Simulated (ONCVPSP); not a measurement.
# chlorine (Cl): one change to an ONCV potential, before and after

chlorine, optimised norm-conserving Vanderbilt (ONCV), made with ONCVPSP 4.0.1 (PBE, scalar-relativistic). Core [Ne], reference 3s2 3p5. Waves: 3s: rc 1.40 bohr, ncon 5, nbas 9, qcut 4.1 1/bohr, 1 projector; 3p: rc 1.10 bohr, ncon 4, nbas 7, qcut 8.2 1/bohr, 2 projectors, debl 3.6 Ha; d scattering state at 0.27 Ha: rc 1.10 bohr, ncon 5, nbas 9, qcut 7.3 1/bohr, local. Local part: the d channel. Core correction: Teter function, fcfact 3, rcfact 1.8.

All-electron outer shells of the reference configuration (PBE, scalar-relativistic, ld1.x):

```json
{"shell": "2s", "level (eV)": "-252.70", "outermost node (bohr)": "0.12", "outermost maximum (bohr)": "0.36"}
{"shell": "2p", "level (eV)": "-191.63", "outermost node (bohr)": "–", "outermost maximum (bohr)": "0.30"}
{"shell": "3s", "level (eV)": "-20.69", "outermost node (bohr)": "0.55", "outermost maximum (bohr)": "1.29"}
{"shell": "3p", "level (eV)": "-8.59", "outermost node (bohr)": "0.53", "outermost maximum (bohr)": "1.43"}
```

Change: s: nproj 3.

Cutoffs: the cutoffs (Ha) at which the residual kinetic energy of the hardest occupied pseudo-wave falls to 1 and 0.1 mHa per electron; they do not see the model core or the augmentation charge, which bear on the density cutoff. Errors are all-electron minus pseudo energies relative to the spin-unpolarised reference configuration.

Problem. Predict the effect on cutoff, ghosts and configuration errors.

Solution. The potential gets neither clearly harder nor softer (86 Ha and 110 Ha → 86 Ha and 110 Ha); a bound ghost appears in s, which as a rule spoils a file; of the 4 tests that both files solve, the error grows in 2 and shrinks in 2 by more than 15 % and 0.3 meV (median size 3.7 → 11.3 meV); the range in which the s phases agree widens (upper end 1.6 → at the end of the scan).

```csv
quantity,base,changed
"cutoff, loose",86 Ha,86 Ha
"cutoff, tight",110 Ha,110 Ha
bound ghosts,none,s
GHOST(+) flags under 300 eV,none,none
"error for 3s2 3p4, meV [ΔE 13.88 eV]",+0.9,-0.4
"error for 3s2 3p3, meV [ΔE 39.32 eV]",+5.7,-3.0
"error for 3s2 3p2, meV [ΔE 77.63 eV]",+11,-20
"error for 3s2 3p1, meV [ΔE 129.87 eV]",+1.8,-81
s: phases at 1.42 bohr within 0.05 rad from the reference energy up to (Ha; the scan ends near 5),1.6,to the end of the scan
p: phases at 1.12 bohr within 0.05 rad from the reference energy up to (Ha; the scan ends near 5),to the end of the scan,to the end of the scan
d: phases at 1.12 bohr within 0.05 rad from the reference energy up to (Ha; the scan ends near 5),to the end of the scan,to the end of the scan
"rms error of d²Exc/dni dnj with the model core, mHa",3.18,3.18
```

 A true bound ghost makes a file unfit for plane-wave use even where its test errors are small: the radial tests pick states by their node count and pass the ghost by.
